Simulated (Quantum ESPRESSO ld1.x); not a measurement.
Values are calculated unless marked as measured or tabulated.
Task: The mean radii <r> (bohr) of the occupied orbitals of an atom or ion are listed with their occupations. Code: ld1.x of Quantum ESPRESSO 7.5. Model: Dirac Kohn-Sham, PBEsol, spin-unpolarised, spherical densities, point nucleus.

orbital     occ.      <r>
1s1/2          2  0.02410
2s1/2          2   0.1026
2p1/2          2  0.08607
2p3/2          4  0.09237
3s1/2          2   0.2721
3p1/2          2   0.2618
3p3/2          4   0.2741
3d3/2          4   0.2453
3d5/2          6   0.2491
4s1/2          2   0.6227
4p1/2          2   0.6405
4p3/2          4   0.6685
4d3/2          4   0.7220
4d5/2          6   0.7321
5s1/2          2    1.505
5p1/2          2    1.693
5p3/2          4    1.777
4f5/2    1.28571    1.135
4f7/2    1.71429    1.151

Name the element and its charge. Open shells, if any, are shared by 2j + 1.

Result: Z = 59, praseodymium, charge +2: Pr2+ in [Xe] 4f3. The 1s radius gives Z: for a bare nucleus <r> = (2 gamma + 1)/(2Z) with gamma = sqrt(1 - (Z/c)^2), 0.02377 bohr for Z = 59, and screening makes it slightly larger (0.02410 here). The occupations add up to 57, and the charge is Z minus that.
